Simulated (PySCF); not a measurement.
Molfile (atoms numbered from 1):
```
C3H2F6
     RDKit          3D

 11 10  0  0  0  0  0  0  0  0999 V2000
    1.2452    1.4378   -0.4952 F   0  0  0  0  0  0  0  0  0  0  0  0
    1.2892    0.0889   -0.3536 C   0  0  0  0  0  0  0  0  0  0  0  0
    0.0833   -0.4058    0.4541 C   0  0  0  0  0  0  0  0  0  0  0  0
    0.0076   -1.7523    0.3382 F   0  0  0  0  0  0  0  0  0  0  0  0
    0.2262   -0.1470    1.7701 F   0  0  0  0  0  0  0  0  0  0  0  0
   -1.2695    0.1964   -0.0248 C   0  0  0  0  0  0  0  0  0  0  0  0
   -1.4009    1.4631    0.3456 F   0  0  0  0  0  0  0  0  0  0  0  0
   -1.3518    0.1439   -1.3569 F   0  0  0  0  0  0  0  0  0  0  0  0
   -2.2984   -0.4852    0.4684 F   0  0  0  0  0  0  0  0  0  0  0  0
    1.2649   -0.3636   -1.3511 H   0  0  0  0  0  0  0  0  0  0  0  0
    2.2096   -0.1735    0.1791 H   0  0  0  0  0  0  0  0  0  0  0  0
  1  2  1  0
  2  3  1  0
  3  4  1  0
  3  5  1  0
  3  6  1  0
  6  7  1  0
  6  8  1  0
  6  9  1  0
  2 10  1  0
  2 11  1  0
M  END
```

[PySCF: GFN2-xTB structure; shielding tensors at PBE0/pcSseg-1 (GIAO); a single conformation; no relativistic terms; averaged over atoms made equivalent by symmetry, fast rotation or ring inversion; no solvent model]

Scale: TMS for ¹³C (σref 186.93) and ¹H (σref 31.72); CFCl3 for ¹⁹F (σref 170.95) (reference shieldings calculated alike).

```
   atoms  nucleus  count  δ (ppm)
   F4/F5      ¹⁹F      2        ?
      F1      ¹⁹F      1   -269.8
      C2      ¹³C      1        ?
 H10/H11       ¹H      2     5.14
      C3      ¹³C      1    120.6
F7/F8/F9      ¹⁹F      3    -96.0
      C6      ¹³C      1    128.3
```

Question: Estimate the values marked ?.

Answer: 
- C2: 85.5 ppm, sp3 CH2 bonded to F; pulled downfield by the heteroatom
- F4/F5: -142.5 ppm, fluorine of a CF2 group

Shifts are as computed. Against solution values, carbons near 30 ppm lie about +3 ppm off and those near 130 ppm about +5 ppm. Of 1211 compounds with measured shifts, 218 miss one by over three times the rms of a fit or turn the order of signals round; such compounds aren't used in these exercises. Unscaled 19F shifts against computed CFCl3 carry errors that often reach 10 to 50 ppm.
